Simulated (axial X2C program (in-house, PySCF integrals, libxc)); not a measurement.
Ω levels of DyCl⁺ from open-shell CI on f10 s0

Computed with an axial X2C code built on PySCF integrals: two-component X2C with atomic mean-field Coulomb and Gaunt terms, basis Dy dyall-v3z, Cl dyall-v3z (cores contracted in-house). Orbitals come from Hartree–Fock averaged over the configuration Dy f10 s0; CI then distributes these electrons over the f, s shells of Dy.

R = 2.492 Å (near the minimum of the configuration average).

Active spinors (ω > 0):

```tsv
shell	ω	ε (eV)	character
f	5/2	-11.21	100% Dy f
f	3/2	-11.16	100% Dy f
f	1/2	-11.12	100% Dy f
f	7/2	-10.36	100% Dy f
f	5/2	-10.32	100% Dy f
f	3/2	-10.28	100% Dy f
f	1/2	-10.25	100% Dy f
s	1/2	-5.15	80% Dy s, 15% Dy p, 3% Dy d
```

Lowest levels of this model:

| Ω | energy (cm⁻¹) | g∥ | configuration |
| --- | --- | --- | --- |
| 8 | 0 | 19.92 | 100% f10 |
| 7 | 66 | 17.41 | 100% f10 |
| 6 | 133 | 14.90 | 100% f10 |
| 5 | 191 | 12.41 | 100% f10 |
| 4 | 234 | 9.92 | 100% f10 |
| 3 | 263 | 7.44 | 100% f10 |
| 2 | 281 | 4.96 | 100% f10 |
| 1 | 290 | 2.48 | 100% f10 |
| 0 | 292 | 0.00 | 100% f10 |
| 7 | 3885 | 16.48 | 100% f10 |
| 6 | 3961 | 14.10 | 100% f10 |
| 5 | 4024 | 11.72 | 100% f10 |
| 4 | 4073 | 9.36 | 100% f10 |
| 3 | 4110 | 7.01 | 100% f10 |
| 2 | 4135 | 4.67 | 100% f10 |
| 1 | 4149 | 2.34 | 100% f10 |
| 0 | 4154 | 0.00 | 100% f10 |
| 6 | 6768 | 12.91 | 100% f10 |
| 5 | 6851 | 10.71 | 100% f10 |
| 4 | 6912 | 8.53 | 100% f10 |
| 3 | 6960 | 6.38 | 100% f10 |
| 2 | 6994 | 4.25 | 100% f10 |
| 1 | 7015 | 2.12 | 100% f10 |
| 0 | 7022 | 0.00 | 100% f10 |
| 5 | 8954 | 9.15 | 100% f10 |
| 4 | 9048 | 7.26 | 100% f10 |
| 3 | 9115 | 5.40 | 100% f10 |
| 2 | 9164 | 3.60 | 100% f10 |
| 1 | 9193 | 1.80 | 100% f10 |
| 0 | 9203 | 0.00 | 100% f10 |

g∥ is the magnitude of 2⟨Lz + ge Sz⟩ for the +Ω component.

Task: From Ω and g∥ of the lowest level, whose 2⟨Lz + ge Sz⟩ is positive, find ⟨Sz⟩ and ⟨Lz⟩ (ge = 2.0023).

Result: Ω = ⟨Lz⟩ + ⟨Sz⟩ = 8 and ⟨Lz⟩ + ge⟨Sz⟩ = 9.960, so ⟨Sz⟩ = 1.96 and ⟨Lz⟩ = 6.04.

Occupations of the active spinors in the lowest level by ω, shell by shell in order of energy: -7/2: 0.00; -5/2: 0.92 0.08; -3/2: 0.83 0.17; -1/2: 0.73 0.27 0.00; 1/2: 1.00 1.00 0.00; 3/2: 1.00 1.00; 5/2: 1.00 1.00; 7/2: 1.00. The leading determinant has weight 0.56 among 106.

This point took 2.7 s on 1 thread of Arm Neoverse N1, with other jobs on the host.

Dynamic correlation is missing, so gaps between terms are too wide and other configurations may lie lower; the lowest level listed is that of this model, not necessarily the ground state. At most 4 roots were kept for each Ω > 0 (twice that for Ω = 0) within 2.2 eV of the lowest, so higher up levels can be missing between those listed; levels with Ω > 0 are doubly degenerate and listed once, Ω = 0 levels singly. States that fill the shells left empty in the average are placed too high.
